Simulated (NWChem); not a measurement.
Species: phosphorus nitride (PN); SMILES P#N

```xyz
2

N      0.0000     0.0000     1.0126
P      0.0000     0.0000    -0.4822
```
Atoms are numbered in this order, from 1.

All runs: NWChem. Pople sets run with spherical d functions. Structure relaxed at the B3LYP/6-31G* (spherical d) level. GIAO values for the isolated, static molecule; σ is the absolute isotropic shielding.

Task: Order these by “σ N1 (ppm)”, lowest first: B3LYP/6-31G*; B3LYP/def2-SVP; B3LYP/pcSseg-2; B3LYP/IGLO-III.

Result: B3LYP/pcSseg-2 (-445.1), B3LYP/IGLO-III (-431.9), B3LYP/def2-SVP (-382.2), B3LYP/6-31G* (-365.7)
